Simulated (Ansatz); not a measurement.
`C[SiH](Cl)[SiH2]O` → `C[SiH]Cl`• + `O[SiH2]`•  (homolysis of the Si–Si bond)

Program: Ansatz. Geometries: PBE0-D4/def2-TZVP. ΔE: electronic, gas phase. CCSD(T)/CBS is the MP2 limit (def2-TZVPP, def2-QZVPP) plus CCSD(T) − MP2 in def2-TZVPP, frozen cores. This one scheme is used for every species. DFT in def2-TZVPP. B3LYP here is the variant with VWN-RPA as its local correlation; programs differ in this. No spin–orbit coupling; open shells (•) take unrestricted orbitals. Each species was taken in one conformer, which may not be the lowest.

```
            species  B3LYP-D4 energy (Eh)
`C[SiH](Cl)[SiH2]O`           -1156.99698
        `C[SiH]Cl`•            -790.30127
         `O[SiH2]`•            -366.57580
```

Q: Work out ΔE.

A: ΔE = (-790.30127) + (-366.57580) − (-1156.99698) = 0.11991 Eh = +314.8 kJ/mol. CCSD(T)/CBS gives +336.5 kJ/mol.

Largest T1 diagnostic among the species: 0.015.

The D4 term adds +17.2 kJ/mol with B3LYP and +9.8 kJ/mol with PBE0; it sums over pairs of atoms, weighted by their polarisabilities, and B3LYP, whose exchange is more repulsive, gets the larger term. In def2-TZVPP, CCSD(T) changes the Hartree–Fock value by +86.9 kJ/mol (the triples alone add +6.2 kJ/mol) and MP2 by +88.1 kJ/mol; breaking electron pairs costs correlation energy, which Hartree–Fock lacks.
